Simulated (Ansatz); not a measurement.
Gas-phase electronic energies from Ansatz, PBE0-D4/def2-TZVP geometries. CCSD(T)/CBS is the MP2 limit (def2-TZVPP, def2-QZVPP) plus CCSD(T) − MP2 in def2-TZVPP, frozen cores. This one scheme is used for every species. For Br, Ge outer-core shells are correlated without core-valence functions, which leaves a few kJ/mol of doubt a bond. Scalar relativity is left out up to krypton. One conformer a species, not always the lowest.

`[OH][GeH2][Br]` + H–F → `[F][GeH2][Br]` + H₂O  (ligand exchange at a Ge–O bond)

| level | ΔE (kJ/mol) |
| --- | --- |
| SCS-MP2/def2-TZVPP | -24.2 |
| MP2/CBS(def2) | -21.8 |

(1) What does CCSD(T)/CBS give? (Best estimate.)

(2) What do rigid-rotor, harmonic-oscillator terms from PBE0-D4/def2-TZVP frequencies (298.15 K, 1 bar) make of the CCSD(T)/CBS value? (Estimate.)

Largest T1 diagnostic among the species: 0.010.

Answers

(1) Ansatz gave: -24.2 kJ/mol. The listed levels differ from it by 0.0, 2.4 kJ/mol.

(2) Ansatz gave: ΔZPE = +1.5 kJ/mol, ΔH = -23.0 kJ/mol, ΔS = 6 J/(mol·K), ΔG = -24.9 kJ/mol.

Leaving LDA and LC-ωPBE aside and taking each functional with its dispersion term where it has one, the values, not all of them listed here, spread over 8.7 kJ/mol, from B97M-V to PBE-QIDH. LDA lies +5.6 kJ/mol from PBE without D4. At CCSD(T), def2-SVP lies −4.6 kJ/mol from the extrapolated value and def2-TZVPP +0.8 kJ/mol. In def2-TZVPP, CCSD(T) changes the Hartree–Fock value by +9.8 kJ/mol (the triples alone add +1.3 kJ/mol) and MP2 by +12.2 kJ/mol.
